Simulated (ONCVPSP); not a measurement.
Configuration tests for aluminium (Al) (ONCV)

Al, optimised norm-conserving Vanderbilt (ONCV), made with ONCVPSP 4.0.1 (PBEsol, scalar-relativistic). Core [Ne], reference 3s2 3p1. Waves: 3s: rc 1.85 bohr, ncon 3, nbas 7, qcut 3.5 1/bohr, 2 projectors, debl 1 Ha; 3p: rc 1.90 bohr, ncon 3, nbas 6, qcut 3.5 1/bohr, 2 projectors, debl 1 Ha. Local part: polynomial inside 1.45 bohr (lpopt 5, dvloc0 4 Ha). Core correction: Teter function, fcfact 3, rcfact 1.5.

Energies are relative to the spin-unpolarised reference configuration 3s2 3p1; without spin polarisation the order of configurations can differ from experiment.

Problem. Give the all-electron excitation energy and the error of the potential for: 3s2 3p0; 3s1 3p0; 3s2 3p0.5; 3s0 3p3.

Solution.

```tsv
valence configuration	charge	ΔE all-electron (eV)	error AE − PS (meV)
3s2 3p0	+1	5.736	+0.8
3s1 3p0	+2	24.907	-36
3s2 3p0.5	+0.5	2.074	+0.2
3s0 3p3	0	10.405	-23
```

Levels in the configuration 3s0 3p3:

```tsv
level	all-electron (eV)	pseudo (eV)
3p	-3.867	-3.874
```
